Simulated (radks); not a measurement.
Q: Species: Tc3+. Configuration: [Kr] 4d4. All-electron calculation, scalar-relativistic Kohn-Sham, PBE, spin-polarised, spherical densities, point nucleus; open shells are filled with parallel spins first (spin-orbit coupling, left out, can overturn this in heavy ions). Program: a radial shooting solver on a logarithmic mesh with Libxc functionals. Some entries of the table are withheld. Estimate them.

orbital,occ.,eigenvalue (hartree),<1/r> (bohr^-1),<r> (bohr)
1s down,1,-768.0423,44.71,0.03428
1s up,1,-768.0418,44.71,0.03428
2s up,1,-110.5569,10.08,0.1496
2s down,1,-110.5355,10.09,0.1496
2p up,3,-99.06236,9.793,0.1304
2p down,3,-99.04637,9.794,0.1304
3s up,1,-20.19007,3.481,0.4153
3s down,1,-20.17918,3.480,0.4153
3p up,3,-16.41826,3.312,0.4163
3p down,3,-16.40585,3.312,0.4163
3d up,5,-10.31819,3.082,0.3990
3d down,5,-10.29854,3.082,0.3988
4s up,1,-3.85182,1.294,1.054
4s down,1,-3.74188,1.304,1.048
4p up,3,-2.81594,1.158,1.160
4p down,3,-2.69713,1.167,1.154
4d up,4,(1),0.8702,1.510
4d down,0,(2),0.8666,1.525

A: 
(1) 4d up eigenvalue (hartree): -1.33977
(2) 4d down eigenvalue (hartree): -1.21604
